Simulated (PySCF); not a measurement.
## Atomic charges by several schemes

C₇H₇F₃.
Structure used (GFN2-xTB), in Å, numbered top down from 1:
```
atom  x, y, z in Å
C1     1.6443   -0.9345    1.4624
C2     1.5567    0.2352    0.8428
C3     0.4366    0.6881    0.0214
C4     0.2729    1.9859   -0.2512
C5    -0.5089   -0.3176   -0.5017
C6    -0.1525   -1.4685   -1.0589
C7    -1.9727    0.0425   -0.4255
F8    -2.2834    0.7321    0.6819
F9    -2.7708   -1.0367   -0.4334
F10   -2.3699    0.8015   -1.4669
H11    0.8721   -1.6821    1.3967
H12    2.4946   -1.1792    2.0750
H13    2.3422    0.9682    0.9687
H14    0.9681    2.7194    0.1191
H15   -0.5435    2.3577   -0.8446
H16   -0.8781   -2.1661   -1.4411
H17    0.8854   -1.7338   -1.1545
```

Density: PBE0/pcSseg-1 (PySCF); schemes: Mulliken, IAO, Hirshfeld and ESP-fitted. Geometry: GFN2-xTB, one conformer, isolated molecule.

Task: Tabulate the Mulliken, IAO, Hirshfeld and ESP-fitted charges.

Result: In e:

```csv
atom,environment,Mulliken,IAO,Hirshfeld,ESP-fitted
C1,terminal =CH2 carbon,-0.117,-0.310,-0.093,-0.432
C2,alkene CH carbon,-0.138,-0.139,-0.041,-0.118
C3,fully substituted alkene carbon,-0.226,-0.001,-0.004,+0.127
C4,terminal =CH2 carbon,-0.009,-0.302,-0.095,-0.491
C5,fully substituted alkene carbon,-0.459,-0.050,-0.022,-0.010
C6,terminal =CH2 carbon,+0.017,-0.274,-0.072,-0.424
C7,CF3 carbon,+0.891,+0.800,+0.261,+0.602
F8,fluorine of a CF3 group,-0.262,-0.277,-0.092,-0.192
F9,fluorine of a CF3 group,-0.270,-0.281,-0.089,-0.207
F10,fluorine of a CF3 group,-0.276,-0.286,-0.096,-0.213
H11,vinylic hydrogen,+0.131,+0.153,+0.040,+0.200
H12,vinylic hydrogen,+0.123,+0.158,+0.051,+0.186
H13,vinylic hydrogen,+0.096,+0.152,+0.051,+0.149
H14,vinylic hydrogen,+0.112,+0.155,+0.052,+0.201
H15,vinylic hydrogen,+0.127,+0.162,+0.040,+0.207
H16,vinylic hydrogen,+0.128,+0.171,+0.053,+0.203
H17,vinylic hydrogen,+0.133,+0.170,+0.056,+0.213
```

Mean size of the charges over all atoms: ESP-fitted 0.246 e, IAO 0.226 e, Mulliken 0.207 e, Hirshfeld 0.071 e. Each set sums to the total charge, 0, to within 0.001 e. The IAO scheme counts the electrons in orthogonalised intrinsic atomic orbitals, a minimal basis polarised so that it spans the occupied orbitals exactly.

Lowest charge. The schemes don't all agree: Mulliken C5 (-0.459); IAO C1 (-0.310); Hirshfeld F10 (-0.096); ESP-fitted C4 (-0.491).

Highest charge. All schemes agree: Mulliken C7 (+0.891); IAO C7 (+0.800); Hirshfeld C7 (+0.261); ESP-fitted C7 (+0.602).

Task: How many electrons does the Mulliken scheme count on F9?

Result: Z − q = 9 − (-0.270) = 9.270.

Task: Sum the charges by element.

Result: 
```json
{"element": "C", "atoms": "7", "Mulliken": "-0.041", "IAO": "-0.275", "Hirshfeld": "-0.067", "ESP-fitted": "-0.746"}
{"element": "F", "atoms": "3", "Mulliken": "-0.808", "IAO": "-0.845", "Hirshfeld": "-0.277", "ESP-fitted": "-0.612"}
{"element": "H", "atoms": "7", "Mulliken": "+0.849", "IAO": "+1.120", "Hirshfeld": "+0.344", "ESP-fitted": "+1.359"}
```

Task: How closely do the schemes follow one another over all atoms?

Result: Correlation coefficient and root-mean-square difference: IAO with Hirshfeld 1.00, 0.192 e; IAO with ESP-fitted 0.94, 0.097 e; Hirshfeld with ESP-fitted 0.92, 0.206 e; Mulliken with Hirshfeld 0.86, 0.216 e; Mulliken with IAO 0.84, 0.162 e; Mulliken with ESP-fitted 0.65, 0.241 e.
